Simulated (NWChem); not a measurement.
Species: N$_{2}$H$_{3}$, doublet; SMILES [NH]N

Program: NWChem. Spin-unrestricted. Coordinates come from a PBE0/def2-SVP, spin-unrestricted optimisation. No stability test was run on the SCF state. Level PBE/def2-TZVP: single points from the atomic guess with DIIS by default; each run changes one setting, and all converged runs end within 0.3 mHa of each other. cgmin counts macro-iterations, each dearer than a DIIS step.

Problem. Which setting needs the most SCF iterations, or fails (quadratically convergent solver (cgmin); level shift of 0.5 Ha throughout; no level shifting; defaults; DIIS on 3 Fock matrices)?

Solution. level shift of 0.5 Ha throughout, with 13 against 10 for the defaults.
```
setting                                  SCF iterations
---------------------------------------  --------------
defaults                                             10
no level shifting                                    10
DIIS on 3 Fock matrices                              10
quadratically convergent solver (cgmin)               5
level shift of 0.5 Ha throughout                     13
```
